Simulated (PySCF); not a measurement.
Si(H)(F)2(OH) (F2H2OSi), SMILES F[SiH](F)O. Heavy atoms are numbered as in [SiH:1]([OH:2])([F:3])[F:4]. Hydrogens are named by the atom that carries them.

The structure is a stationary point at PBE0-D3(BJ)/def2-SVP. Other conformers were not sampled.

Method: HF/pcSseg-2 (PySCF).

GIAO shieldings, no solvent; atoms alike by connectivity are averaged. δ = σ(ref) − σ: ²⁹Si against TMS (σ = 383.2 ppm); ¹⁷O against H2O (σ = 326.0 ppm); ¹⁹F against CFCl3 (σ = 237.3 ppm); ¹H against TMS (σ = 31.98 ppm), references at their B3LYP-D3(BJ)/def2-TZVP geometries, non-relativistic.

```tsv
atoms	nucleus	count	δ (ppm)
Si1 (SiH)	²⁹Si	1	-73.2
O2 (OH)	¹⁷O	1	(withheld)
F3	¹⁹F	2	(withheld)
H on Si1	¹H	1	4.53
H on O2	¹H	1	3.12
```

Question: Complete the blanks. (An estimate is asked for; the answer gives what the named calculation found.)

Answer: 
- O2 (OH), δ (ppm): 34.4
- F3, δ (ppm): -111.8
